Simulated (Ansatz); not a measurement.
Cost and result for the atomization energy of CH$_{2}$F$_{2}$SSi, SMILES `F[C@H]1S[Si@@H]1F` (7 atoms, 7 bonds).

The species carries charge 0 and has multiplicity 1. The structure was optimised at the PBE0-D4/def2-TZVP level. Program: Ansatz. All runs use 2 threads of an Arm Neoverse V1 on a shared host. Times are those of one run each, without the atoms' runs, and a repeat can differ threefold. Electronic energies, without spin–orbit coupling; frozen cores. CCSD(T)/CBS adds CCSD(T) − MP2 in def2-TZVPP to the MP2 limit, and its time is that of the two runs behind it. T1 = 0.013. B3LYP takes the VWN-RPA correlation (the form of Gaussian; ORCA's B3LYP/G).

CCSD(T)/CBS is a level of theory with its own doubt, some kJ/mol a heavy atom from the limit and from the frozen cores, so smaller differences don't rank the functionals.

| level | functions | wall time |
| --- | --- | --- |
| revPBE-D4/def2-TZVPP | 205 | 2.8 s |
| PBE-D4/def2-TZVPP (with forces) | 205 | 3.4 s |
| CCSD(T)/def2-SVP | 88 | 4.2 s |
| BHLYP-D4/def2-TZVPP | 205 | 4.4 s |
| B3LYP-D4/def2-TZVPP (with forces) | 205 | 6.5 s |
| r2SCAN-D4/def2-TZVPP (with forces) | 205 | 7 s |
| r2SCANh-D4/def2-TZVPP | 205 | 7.5 s |
| PBE-QIDH/def2-TZVPP | 205 | 7.5 s |
| ωB97X-V/def2-TZVPP | 205 | 11 s |
| ωB97M-V/def2-TZVPP (with forces) | 205 | 16 s |
| MP2/def2-QZVPP | 371 | 23 s |
| CCSD(T)/def2-TZVPP | 205 | 2.1 min |
| CCSD(T)/CBS(def2) | – | 2.5 min |

Task: What atomization energy does each give, and how far from CCSD(T)/CBS? (Best estimate.)

Result: Computed: 
| level | atomization (kcal/mol) | difference from CCSD(T)/CBS | per bond |
| --- | --- | --- | --- |
| revPBE-D4/def2-TZVPP | 618.9 | -0.6 | -0.1 |
| PBE-D4/def2-TZVPP (with forces) | 639.3 | 19.8 | 2.8 |
| CCSD(T)/def2-SVP | 564.3 | -55.2 | -7.9 |
| BHLYP-D4/def2-TZVPP | 586.8 | -32.7 | -4.7 |
| B3LYP-D4/def2-TZVPP (with forces) | 613.1 | -6.4 | -0.9 |
| r2SCAN-D4/def2-TZVPP (with forces) | 624.6 | 5.1 | 0.7 |
| r2SCANh-D4/def2-TZVPP | 617.4 | -2.1 | -0.3 |
| PBE-QIDH/def2-TZVPP | 614.3 | -5.2 | -0.7 |
| ωB97X-V/def2-TZVPP | 623.1 | 3.6 | 0.5 |
| ωB97M-V/def2-TZVPP (with forces) | 622.4 | 2.9 | 0.4 |
| MP2/def2-QZVPP | 634.5 | 15.0 | 2.1 |
| CCSD(T)/def2-TZVPP | 597.4 | -22.1 | -3.2 |
| CCSD(T)/CBS(def2) | 619.5 | 0.0 | 0.0 |

In def2-TZVPP, CCSD(T) changes the Hartree–Fock value by +171.0 kcal/mol (the triples alone add +13.9 kcal/mol) and MP2 by +194.8 kcal/mol; breaking electron pairs costs correlation energy, which Hartree–Fock lacks. From r2SCAN to r2SCAN0 (25 % exact exchange), in def2-TZVPP and without D4, the atomization energy moves by −17.6 kcal/mol: exact exchange takes away binding that semilocal exchange gives to molecules. At CCSD(T), def2-SVP lies −55.3 kcal/mol from the extrapolated value and def2-TZVPP −22.1 kcal/mol: correlation converges slowly with the basis, and small sets miss more of it in the bonded molecule than in its fragments.
